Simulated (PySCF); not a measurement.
**Löwdin shares of the frontier orbitals**

Species: C7H10N2.
Z-matrix (Å and degrees, PBE0-D3(BJ)/def2-SVP geometry), rows numbered from 1:
```
C 
N   1  1.2604
C   2  1.4439  1  118.08
C   3  1.5105  2  112.77  1   117.90
C   4  1.3421  3  119.89  2  -120.03
C   4  1.4783  3  119.26  2    62.01
C   6  1.3479  4  123.58  3    -1.39
N   6  1.4046  4  114.91  3   174.55
C   8  1.2646  6  119.60  4   131.79
H   1  1.1097  2  123.15  3     0.30
H   1  1.0996  2  119.74  3  -179.63
H   3  1.1079  2  112.27  1    -5.01
H   3  1.1048  2  107.26  1  -122.82
H   5  1.0929  4  121.01  3     1.78
H   5  1.0914  4  120.76  3  -176.93
H   7  1.0892  6  121.09  4    -4.41
H   7  1.0921  6  120.44  4   175.39
H   9  1.1072  8  122.97  6    -2.98
H   9  1.0993  8  119.42  6   177.02
```

Computed with TDDFT wB97X-D/def2-SVPD, vertical, gas phase, core orbitals frozen in the response (PySCF).

Frontier orbitals with the atoms that hold most of them (Löwdin shares over 4%, at most four atoms; ? is withheld):

| orbital | ε (eV) | atoms |
| --- | --- | --- |
| HOMO-3 | -10.58 | N8 24%, C9 18%, C6 12%, C4 12% |
| HOMO-2 | -9.47 | N2 33%, N8 12%, C4 10%, C5 10% |
| HOMO-1 | -9.34 | ? |
| HOMO | -8.26 | ? |
| LUMO | ? | C7 20%, C9 15%, C5 13%, N8 12% |
| LUMO+1 | 1.25 | C1 17%, N2 16%, C9 16%, N8 14% |
| LUMO+2 | 1.61 | N2 20%, C1 20%, C5 9%, N8 9% |

Problem. Give the leading atoms of the HOMO-1.

Solution. N8 (bonded to 2 C) 27%; N2 (bonded to 2 C) 23%; C9 (bonded to N and 2 H) 6%; C5 (bonded to C and 2 H) 6%. By element: nitrogen 50%, carbon 12% or more.

Problem. Which atoms hold the HOMO, and with what shares?

Solution. C7 (bonded to C and 2 H) 28%; C6 (bonded to 2 C and N) 19%; C5 (bonded to C and 2 H) 14%; N8 (bonded to 2 C) 11%. By element: carbon 61% or more, nitrogen 11% or more.

Problem. What is the LUMO energy, and the HOMO–LUMO gap?

Solution. ε(LUMO) = 0.68 eV; the gap is 8.94 eV (0.3285 hartree).

Problem. The HOMO–LUMO gap is 8.94 eV. Where does the response calculation put the lowest singlet, and from which orbitals?

Solution. S1 is at 4.47 eV (f = 0.030), 4.47 eV below the gap, made of HOMO→LUMO (32%), HOMO-1→LUMO (19%), HOMO→LUMO+1 (18%). Without the coupling terms of the response equations the lowest excitation would equal the gap.

Next come S2 at 4.91 eV (f 0.0017), HOMO-2→LUMO+1 (22%), HOMO-1→LUMO+1 (18%), HOMO-2→LUMO+2 (16%); S3 at 5.42 eV (f 0.064), HOMO-1→LUMO (30%), HOMO→LUMO (28%), HOMO-2→LUMO (15%); S4 at 5.49 eV (f 0.235), HOMO→LUMO (34%), HOMO→LUMO+1 (30%), HOMO→LUMO+2 (21%); S5 at 6.16 eV (f 0.041), HOMO-2→LUMO+1 (24%), HOMO→LUMO+1 (23%), HOMO→LUMO+2 (13%).

One conformer stands for the species.
